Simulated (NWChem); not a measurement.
**Lowest excitation of aminoborane (H$_{4}$BN)**

```
B
N 1 1.3873
H 2 1.0119 1 123.24
H 2 1.0119 3 113.52 1 180.00
H 1 1.2101 2 119.09 3 180.00
H 1 1.2101 5 121.82 2 180.00
```
Charge 0, spin multiplicity 1.

The numbers come from NWChem runs, not from measurements. All single points use one geometry, from PBE0/def2-SVP, a minimum by its harmonic frequencies. It is one conformer; others weren't searched.

Basis set: aug-cc-pVDZ. The methods don't all put a state of the same symmetry lowest. CR-EOMCCSD(T) is the triples correction to the same EOM-CCSD root.

| method | lowest vertical singlet excitation energy (eV) | difference from EOM-CCSD |
|---|---|---|
| CIS | 7.97 | +0.60 |
| TDA-LDA (SVWN5) | 6.62 | -0.75 |
| TD-PBE | 6.77 | -0.60 |
| EOM-CCSD | 7.37 | 0.00 |
| TD-B3LYP | 7.00 | -0.37 |
| CR-EOMCCSD(T) | 7.36 | -0.01 |

The values span 1.35 eV, from TDA-LDA (SVWN5) (lowest) to CIS (highest). 

The correlated methods keep 2 core orbitals frozen. B3LYP has NWChem's definition, with VWN1-RPA local correlation. Differences from the coupled-cluster row are differences between methods, not errors against experiment.
